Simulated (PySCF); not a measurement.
C3H8N, SMILES [NH]C(C)C, multiplicity 2. Geometry: ωB97X-D3(BJ)/def2-SVP. The isomer is the one that the SMILES or the coordinates give; other isomers of the formula were not compared. Other conformers were not sampled.

All values below come from ωB97X-D3(BJ)/def2-SVP in PySCF.

Harmonic wavenumbers (cm⁻¹): 214, 241, 266, 369, 428, 465, 842, 923, 958, 992, 1064, 1105, 1201, 1259, 1291, 1374, 1400, 1430, 1465, 1471, 1481, 1492, 2975, 3061, 3067, 3156, 3160, 3166, 3173, 3436. Rotational constants (GHz): 8.910, 7.977, 4.793; symmetry number 1.

Q: Work out the zero-point energy and the ideal-gas rigid-rotor harmonic-oscillator thermochemistry at 298.15 K and 1 atm.

A: ZPE = ½ Σ hcν = ½ × 46924 cm⁻¹ = 67.08 kcal/mol. H − E(el) = 71.15 kcal/mol. Entropy in cal/(mol K): translation 38.10, rotation 24.36, vibration 8.99, spin 1.38, total 72.82. G − E(el) = 49.44 kcal/mol. Cp = 21.18 cal/(mol K).
